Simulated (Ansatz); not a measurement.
`N[CH2][Zn][AsH2]` + CH₃OH → `CO[AsH2]` + `N[CH2][ZnH]` at 500 K and 1 bar (cleavage of the As–Zn bond).

Gas-phase electronic energies from Ansatz, PBE0-D4/def2-TZVP geometries. CCSD(T)/CBS is the MP2 limit (def2-TZVPP, def2-QZVPP) plus CCSD(T) − MP2 in def2-TZVPP, frozen cores. This one scheme is used for every species. For As, Zn outer-core shells are correlated without core-valence functions, which leaves a few kJ/mol of doubt a bond. Scalar relativity is left out up to krypton. Each species was taken in one conformer, which may not be the lowest.

```json
{"species": "`N[CH2][Zn][AsH2]`", "CCSD(T)/CBS energy (Eh)": "-4109.74179", "H − E (kJ/mol)": "228.9", "S (J/(mol·K))": "444.4"}
{"species": "CH₃OH", "CCSD(T)/CBS energy (Eh)": "-115.61712", "H − E (kJ/mol)": "157.0", "S (J/(mol·K))": "265.4"}
{"species": "`CO[AsH2]`", "CCSD(T)/CBS energy (Eh)": "-2351.21577", "H − E (kJ/mol)": "183.5", "S (J/(mol·K))": "338.9"}
{"species": "`N[CH2][ZnH]`", "CCSD(T)/CBS energy (Eh)": "-1874.10358", "H − E (kJ/mol)": "190.3", "S (J/(mol·K))": "341.3"}
```

H − E and S are ideal-gas, rigid-rotor, harmonic terms from PBE0-D4/def2-TZVP, for one conformer and one mirror image of each species. 1 Eh = 2625.50 kJ/mol, R = 8.31446 J/(mol·K).

Question: By hand: ΔE, ΔH, ΔS and ΔG.

Answer: ΔE = (-2351.21577) + (-1874.10358) − (-4109.74179) − (-115.61712) = 0.03956 Eh = 103.9 kJ/mol. Δ(H − E) = 183.5 + 190.3 − 228.9 − 157.0 = -12.1, so ΔH = 91.8 kJ/mol. ΔS = 338.9 + 341.3 − 444.4 − 265.4 = -29.6 J/(mol·K). ΔG = 91.8 − 500 × (-29.6)/1000 = 106.6 kJ/mol.

Question: By hand: the equilibrium constant, and the temperature at which ΔG would vanish if ΔH and ΔS stayed fixed.

Answer: log₁₀ K = −ΔG/(RT ln 10) = -11.1. ΔH and −TΔS have one sign here, so there is no such temperature.

ΔH outweighs TΔS. A doubt of 5 kJ/mol in ΔE shifts log₁₀ K by 0.5 here. Other conformers and mirror images would add mixing entropy, several J/(mol·K) or more a flexible species. Modes under 60 cm⁻¹, often nearly free rotors, make the harmonic entropy too high. These are equilibria of isolated gas molecules and say nothing of rates. Largest T1 diagnostic: 0.014 (customary marks: 0.02 for closed shells, 0.045 for open ones).
